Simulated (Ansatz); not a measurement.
`[F][Zr]([F])([F])[F]` + H₂S → `[F][Zr]([F])([F])[SH]` + H–F at 500 K and 1 bar (ligand exchange at a Zr–F bond).

Calculated with Ansatz (gas phase, PBE0-D4/def2-TZVP geometries, no zero-point term in ΔE). CBS: MP2 limit from def2 TZ/QZ plus the TZ coupled-cluster correction, frozen cores. This one scheme is used for every species. def2 core potentials past Kr. For Zr outer-core shells are correlated without core-valence functions, which leaves a few kJ/mol of doubt a bond. Each species was taken in one conformer, which may not be the lowest.

| species | CCSD(T)/CBS energy (Eh) | H − E (kJ/mol) | S (J/(mol·K)) |
| --- | --- | --- | --- |
| `[F][Zr]([F])([F])[F]` | -446.49023 | 59.5 | 369.9 |
| H₂S | -398.97279 | 57.0 | 224.0 |
| `[F][Zr]([F])([F])[SH]` | -745.03533 | 83.7 | 436.1 |
| H–F | -100.39570 | 39.4 | 188.7 |

H − E and S are ideal-gas, rigid-rotor, harmonic terms from PBE0-D4/def2-TZVP, for one conformer and one mirror image of each species. 1 Eh = 2625.50 kJ/mol, R = 8.31446 J/(mol·K).

Task: By hand: ΔE, ΔH, ΔS and ΔG.

Result: ΔE = (-745.03533) + (-100.39570) − (-446.49023) − (-398.97279) = 0.03199 Eh = 84.0 kJ/mol. Δ(H − E) = 83.7 + 39.4 − 59.5 − 57.0 = 6.6, so ΔH = 90.6 kJ/mol. ΔS = 436.1 + 188.7 − 369.9 − 224.0 = 30.9 J/(mol·K). ΔG = 90.6 − 500 × (30.9)/1000 = 75.1 kJ/mol.

Task: By hand: the equilibrium constant, and the temperature at which ΔG would vanish if ΔH and ΔS stayed fixed.

Result: log₁₀ K = −ΔG/(RT ln 10) = -7.8. ΔG = 0 at ΔH/ΔS = 2932 K, far beyond where these terms or the molecules hold.

ΔH outweighs TΔS. A doubt of 5 kJ/mol in ΔE shifts log₁₀ K by 0.5 here. Other conformers and mirror images would add mixing entropy, several J/(mol·K) or more a flexible species. Modes under 60 cm⁻¹, often nearly free rotors, make the harmonic entropy too high. These are equilibria of isolated gas molecules and say nothing of rates. Largest T1 diagnostic: 0.018 (customary marks: 0.02 for closed shells, 0.045 for open ones).
